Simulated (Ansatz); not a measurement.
Sn₁₂Cl₁₂O₂₀H₆²⁺ (started as a model of: [(RSn)12O14(OH)6]2+, R = Cl). Total charge 2; singlet. Geometry r2SCAN-D4/def2-SVP, basis def2-SVP, Ansatz.

Cartesian coordinates in Å:
```
Sn 3.173 -0.994 0.837
Sn 0.668 -3.204 1.022
Sn 0.865 -0.708 3.241
Sn -1.623 -2.489 -1.263
Sn -1.296 1.673 2.440
Sn 2.555 1.196 -1.572
Sn 1.623 2.489 1.263
Sn 1.296 -1.673 -2.440
Sn -2.555 -1.196 1.572
Sn -3.173 0.994 -0.837
Sn -0.668 3.204 -1.022
Sn -0.865 0.708 -3.241
O 1.102 -1.149 1.194
O 2.898 1.072 0.502
O 2.745 -0.872 -1.226
O 0.428 -2.916 -1.055
O -1.370 -2.693 0.817
O 0.763 1.336 2.727
O -1.188 -0.385 2.871
O -0.763 -1.336 -2.727
O -2.898 -1.072 -0.502
O -0.428 2.915 1.055
O -2.745 0.872 1.226
O 1.370 2.693 -0.817
O 1.188 0.385 -2.871
O -1.102 1.149 -1.194
O 2.765 -3.066 0.820
O 2.951 -0.708 2.917
O 0.584 -2.796 3.092
O -2.765 3.066 -0.820
O -2.951 0.708 -2.917
O -0.584 2.796 -3.092
Cl 5.483 -1.118 0.771
Cl 0.505 -5.509 1.139
Cl 0.896 -0.551 5.550
Cl -2.784 -4.239 -2.169
Cl -2.225 2.868 4.153
Cl 4.351 2.055 -2.697
Cl 2.784 4.239 2.169
Cl 2.225 -2.868 -4.153
Cl -4.351 -2.055 2.697
Cl -5.483 1.118 -0.771
Cl -0.504 5.509 -1.139
Cl -0.896 0.551 -5.550
H 3.404 -3.796 0.752
H 3.655 -0.615 3.581
H 0.462 -3.432 3.818
H -3.404 3.796 -0.753
H -3.655 0.616 -3.582
H -0.461 3.432 -3.817
```

```json
{"run": "A", "HOMO (eV)": "-12.78", "LUMO (eV)": "-10.23"}
{"run": "B", "HOMO (eV)": "-13.28", "LUMO (eV)": "-10.25"}
{"run": "C", "HOMO (eV)": "-14.32", "LUMO (eV)": "-9.59"}
{"run": "D", "HOMO (eV)": "-12.52", "LUMO (eV)": "-10.03"}
```

In the def2 sets Sn takes a core potential; there is no spin–orbit coupling. Single mean-field runs in def2-SVP are fitted with def2-universal-jkfit.

**Question.** The runs used BLYP, PBE, PBE0, r2SCAN. Estimate which is which.

**Answer.** A PBE (0 % exact exchange); B r2SCAN (0 % exact exchange); C PBE0 (25 % exact exchange); D BLYP (0 % exact exchange). Exact exchange lowers occupied and raises empty levels; among semilocal functionals meta-GGAs tend to open the gap a little, and such runs are hard to tell apart. The gap grows from 2.48 eV (BLYP) to 4.73 eV (PBE0).
